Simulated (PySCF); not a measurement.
A run for PySCF: R-B3LYP/6-311+G** on FH3 (a complex), monomers drawn apart or pushed together.

```python
from pyscf import gto, scf, dft, mp
from pyscf.data.elements import chemcore

mol = gto.M(
    atom='''
    F     0.06905009    0.09156726   -0.12665757
    H     0.10900559    0.08216204    0.79901166
    H     0.63737811    0.06322814    4.29394849
    H    -0.10721537    0.02483320    4.32682603
    ''',
    basis='6-311+g**',
    charge=0, spin=0, verbose=3, max_memory=1800)
mf = dft.RKS(mol, xc='b3lyp')
mf.conv_tol = 1e-8
mf.max_cycle = 100
mf.kernel()
if not mf.converged:
    mf = mf.newton().run(mf.mo_coeff, mf.mo_occ)
```

Program output:

```
converged SCF energy = -101.662065813818
```

The calculation finished and met its thresholds.

Cost: about 1.1 core-seconds (a rough figure).
